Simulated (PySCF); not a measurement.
Stretching ZnO

Set-up: basis Zn def2-TZVPPD, O def2-TZVPPD; no relativity; PySCF 2.14. Energies in eV from Zn + O in their ground configurations at the same level. State: ³Π (triplet), unpaired electrons σ ↑, π ↑.

All columns are PBE0. A positive dipole means Zn(−)O(+).

```json
{"R (Å)": "1.609", "E (eV)": "-0.702", "μ (D)": "-1.64", "Mulliken charge on Zn (basis-dependent)": "0.25", "HOMO (eV)": "-6.20", "LUMO (eV)": "-4.25", "Mayer bond order": "0.84", "⟨S²⟩": "2.01"}
{"R (Å)": "1.684", "E (eV)": "-1.119", "μ (D)": "-1.89", "Mulliken charge on Zn (basis-dependent)": "0.24", "HOMO (eV)": "-6.30", "LUMO (eV)": "-4.02", "Mayer bond order": "0.84", "⟨S²⟩": "2.01"}
{"R (Å)": "1.759", "E (eV)": "-1.340", "μ (D)": "-2.15", "Mulliken charge on Zn (basis-dependent)": "0.25", "HOMO (eV)": "-6.40", "LUMO (eV)": "-3.80", "Mayer bond order": "0.84", "⟨S²⟩": "2.01"}
{"R (Å)": "1.815", "E (eV)": "-1.416", "μ (D)": "-2.33", "Mulliken charge on Zn (basis-dependent)": "0.27", "HOMO (eV)": "-6.48", "LUMO (eV)": "-3.64", "Mayer bond order": "0.82", "⟨S²⟩": "2.01"}
{"R (Å)": "1.871", "E (eV)": "-1.436", "μ (D)": "-2.50", "Mulliken charge on Zn (basis-dependent)": "0.28", "HOMO (eV)": "-6.55", "LUMO (eV)": "-3.50", "Mayer bond order": "0.81", "⟨S²⟩": "2.01"}
{"R (Å)": "1.927", "E (eV)": "-1.415", "μ (D)": "-2.66", "Mulliken charge on Zn (basis-dependent)": "0.30", "HOMO (eV)": "-6.63", "LUMO (eV)": "-3.38", "Mayer bond order": "0.78", "⟨S²⟩": "2.01"}
{"R (Å)": "2.002", "E (eV)": "-1.342", "μ (D)": "-2.84", "Mulliken charge on Zn (basis-dependent)": "0.32", "HOMO (eV)": "-6.72", "LUMO (eV)": "-3.46", "Mayer bond order": "0.75", "⟨S²⟩": "2.01"}
{"R (Å)": "2.095", "E (eV)": "-1.211", "μ (D)": "-3.00", "Mulliken charge on Zn (basis-dependent)": "0.34", "HOMO (eV)": "-6.84", "LUMO (eV)": "-3.57", "Mayer bond order": "0.71", "⟨S²⟩": "2.02"}
{"R (Å)": "2.208", "E (eV)": "-1.028", "μ (D)": "-3.10", "Mulliken charge on Zn (basis-dependent)": "0.35", "HOMO (eV)": "-6.95", "LUMO (eV)": "-3.68", "Mayer bond order": "0.66", "⟨S²⟩": "2.02"}
{"R (Å)": "2.357", "E (eV)": "-0.792", "μ (D)": "-3.04", "Mulliken charge on Zn (basis-dependent)": "0.33", "HOMO (eV)": "-7.06", "LUMO (eV)": "-3.77", "Mayer bond order": "0.59", "⟨S²⟩": "2.03"}
```

A fit through these points gives, at Re = 1.867 Å, μ = -2.49 D and dμ/dR = -2.97 D/Å; the reduced mass is 12.79 u.

**Question.** How strong is the fundamental in the double-harmonic approximation, I = 42.26·(dμ/dR)²/μred km/mol?

**Answer.** I = 42.26·(-2.97)²/12.79 = 29.1 km/mol at PBE0.

The state is the lowest determinant that a PBE0 search found; another state may lie lower at other levels.
